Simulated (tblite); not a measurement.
Species: C7H11FO2.
Atom-mapped SMILES: `[CH2:1]=[CH:2][CH2:3][C@:4]([CH3:5])([O:6][CH3:7])[C:8](=[O:9])[F:10]` (hydrogens: H11, H12 on C1; H13 on C2; H14, H15 on C3; H16, H17, H18 on C5; H19, H20, H21 on C7)

Computed with GFN2-xTB (tblite), gas phase: L-BFGS steps from a force-field or distance-geometry start until the largest atomic force falls under 0.01 eV/Å.

Step 0: E = -909.2313 eV
```
atom  x, y, z in Å  |  force x, y, z in eV/Å
C1      2.9852    1.1512    0.1914   -1.809   0.251  -0.614
C2      1.7245    1.2145   -0.3010    1.692  -0.165   0.987
C3      0.9872    0.0206   -0.8404    0.067   0.623  -0.547
C4     -0.3350   -0.2907   -0.0891    0.432  -0.531  -0.072
C5     -0.9639   -1.5477   -0.7171   -0.306  -0.615  -0.152
O6     -1.1966    0.8359   -0.2516    0.607  -0.368   0.694
C7     -2.4953    0.7352    0.2999   -0.056   0.134   0.377
C8      0.0733   -0.6717    1.3625   -1.770   1.949   2.045
O9     -0.3346   -0.1648    2.3911    0.756  -0.860  -2.165
F10     0.9212   -1.7023    1.5065    0.096  -0.084  -0.705
H11     3.4579    2.0461    0.5738    0.013  -0.263  -0.092
H12     3.5401    0.2257    0.2230   -0.041   0.139  -0.007
H13     1.2010    2.1672   -0.2897   -0.002  -0.340  -0.084
H14     1.6390   -0.8565   -0.8591   -0.116   0.053   0.190
H15     0.7360    0.2658   -1.8881   -0.140  -0.171   0.288
H16    -1.8272   -1.8982   -0.1348    0.249   0.141  -0.098
H17    -1.3175   -1.3251   -1.7344    0.200   0.030   0.345
H18    -0.2535   -2.3842   -0.7749   -0.130   0.387   0.059
H19    -2.4785    0.4445    1.3615    0.075   0.026  -0.258
H20    -3.0983    0.0299   -0.2656   -0.188  -0.169  -0.078
H21    -2.9736    1.7216    0.2356    0.371  -0.167  -0.113
```

Q: Estimate the geometry and energy of step 1. (The exact step hangs on the optimiser's Hessian estimate; all steps are aligned on step 0, rigid shifts and turns removed.)

A: E = -909.2829 eV, largest force 4.280 eV/Å
```
atom  x, y, z in Å  |  force x, y, z in eV/Å
C1      2.9593    1.1547    0.1827    1.518  -0.103   0.646
C2      1.7486    1.2121   -0.2869   -1.636   0.109  -0.385
C3      0.9881    0.0295   -0.8482    0.288   0.218   0.074
C4     -0.3289   -0.2983   -0.0902    0.300  -0.404   0.069
C5     -0.9683   -1.5564   -0.7193   -0.014  -0.156   0.010
O6     -1.1879    0.8307   -0.2417    0.318  -0.198   0.608
C7     -2.4961    0.7371    0.3053    0.108  -0.141  -0.011
C8      0.0480   -0.6439    1.3917    0.733  -1.124  -3.952
O9     -0.3238   -0.1771    2.3601   -1.455   1.919   3.538
F10     0.9225   -1.7035    1.4964   -0.009   0.032  -0.606
H11     3.4581    2.0423    0.5725   -0.129  -0.366  -0.154
H12     3.5395    0.2277    0.2229   -0.277   0.409  -0.047
H13     1.2010    2.1624   -0.2909    0.149  -0.467  -0.038
H14     1.6373   -0.8557   -0.8563   -0.164   0.146   0.127
H15     0.7340    0.2633   -1.8840   -0.162  -0.011   0.008
H16    -1.8237   -1.8962   -0.1362    0.043   0.032   0.025
H17    -1.3147   -1.3246   -1.7295    0.116   0.036   0.156
H18    -0.2554   -2.3787   -0.7741    0.006   0.140   0.035
H19    -2.4774    0.4449    1.3579    0.020  -0.024  -0.026
H20    -3.1010    0.0275   -0.2667   -0.059  -0.027   0.033
H21    -2.9683    1.7192    0.2340    0.309  -0.020  -0.110
```

The energy changes by -0.0517 eV. The first-order estimate −F·Δx gives -0.4165 eV and the mean of the old and new forces, exact on a quadratic surface, -0.0227 eV. The step makes an angle of 0° with the force vector and moves no atom by more than 0.048 Å.
